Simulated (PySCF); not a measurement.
Delta-SCF ions had no search for a lower state. Excitations are Tamm–Dancoff values on a coarser integration grid. The basis has no diffuse functions, so Rydberg states are missing or too high.

Cartesian coordinates (Å):
```xyz
10

C     -1.4801    -0.0743    -0.0514
C     -0.1156     0.4843     0.2044
C      1.0068    -0.1706    -0.0590
O      2.2439     0.3681     0.1866
H     -2.0458     0.5530    -0.7467
H     -1.4266    -1.0781    -0.4776
H     -2.0675    -0.1343     0.8696
H     -0.0417     1.4804     0.6290
H      1.0008    -1.1703    -0.4843
H      2.9258    -0.2582    -0.0706
```
Charge 0, spin multiplicity 1.

### Question
Predict the dipole moment, LUMO, brightest of the four lowest singlets (TDA), S1–T1 gap (TDA), vertical ionisation energy (Delta-SCF), total energy, S1 excitation (TDA) and T1 excitation (TDA) from PySCF with M06-2X/def2-TZVP // B3LYP-D3(BJ)/def2-TZVP.

### Answer

- dipole moment = 1.72 D
- LUMO = 1.60 eV
- brightest of the four lowest singlets (TDA) = 7.54 eV
- S1–T1 gap (TDA) = 1.55 eV
- vertical ionisation energy (Delta-SCF) = 8.79 eV
- total energy = -193.1132 Ha
- S1 excitation (TDA) = 6.13 eV
- T1 excitation (TDA) = 4.59 eV
